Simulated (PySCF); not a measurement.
Which is lower?

The two ends of one reaction step of SiH$_{3}$OF$_{3}$, closed shell (PBE0-D4/def2-TZVP).

A:

```json
{"atom": "Si1", "x (Å)": "-0.5474", "y (Å)": "0.9981", "z (Å)": "0.0241"}
{"atom": "F2", "x (Å)": "0.1104", "y (Å)": "-2.7078", "z (Å)": "0.4375"}
{"atom": "F3", "x (Å)": "-0.7253", "y (Å)": "1.5915", "z (Å)": "-1.4279"}
{"atom": "F4", "x (Å)": "-0.1423", "y (Å)": "2.2100", "z (Å)": "0.9515"}
{"atom": "H5", "x (Å)": "-1.7753", "y (Å)": "0.3589", "z (Å)": "0.4890"}
{"atom": "H6", "x (Å)": "0.3438", "y (Å)": "-1.8142", "z (Å)": "0.2974"}
{"atom": "O7", "x (Å)": "0.6374", "y (Å)": "-0.1237", "z (Å)": "0.0283"}
{"atom": "H8", "x (Å)": "1.5305", "y (Å)": "0.1112", "z (Å)": "-0.2350"}
```

B:

```tsv
atom	x (Å)	y (Å)	z (Å)
Si1	-1.1400	-0.0382	0.2798
F2	-0.4819	-1.4711	0.2958
F3	-0.8033	0.6935	-1.0762
F4	-0.6566	0.8141	1.5059
H5	-2.5925	-0.2016	0.3637
H6	2.1053	-0.6740	-0.0956
O7	1.8105	0.2334	0.0140
H8	1.9161	0.6421	-0.8486
```

Computed with PySCF 2.14 with density fitting (its default auxiliary sets; JK sets also for MP2 and CCSD(T)) (basis: def2-TZVPP); correlated methods freeze the cores. B3LYP uses VWN-RPA correlation.

Which structure is lower at CCSD(T), and by how much? (Judge from chemistry; the value comes from the calculation.)

By the calculation: B, by 5.53 kcal/mol (electronic energy, against the other). By their contacts, A is a complex of SiH₂OF₂ ([OH][SiH]([F])[F]) + HF and B is a complex of SiHF₃ ([F][SiH]([F])[F]) + H₂O.

All methods give the same order:

| method | E(B) − E(A) (kcal/mol) |
| --- | --- |
| SPW92 | -3.24 |
| PBE-D4 | -4.88 |
| r2SCAN-D4 | -6.49 |
| PBE0-D4 | -4.73 |
| B3LYP-D4 | -5.33 |
| BHLYP-D4 | -5.58 |
| wB97M-V | -6.13 |
| HF | -6.39 |
| MP2 | -5.06 |
| CCSD | -5.69 |
| CCSD(T) | -5.53 |

T1 diagnostic: at most 0.012.

Labels in which every atom is bracketed show which atoms are joined, not bond orders.

For scale, one of the runs: CCSD(T)/def2-TZVPP, 208 basis functions, launched by `OMP_NUM_THREADS=4 python run.py`. Hardware: 4 CPU threads of an Arm Neoverse V2, shared host. Wall time 12 min; peak host memory 3.8 GiB.
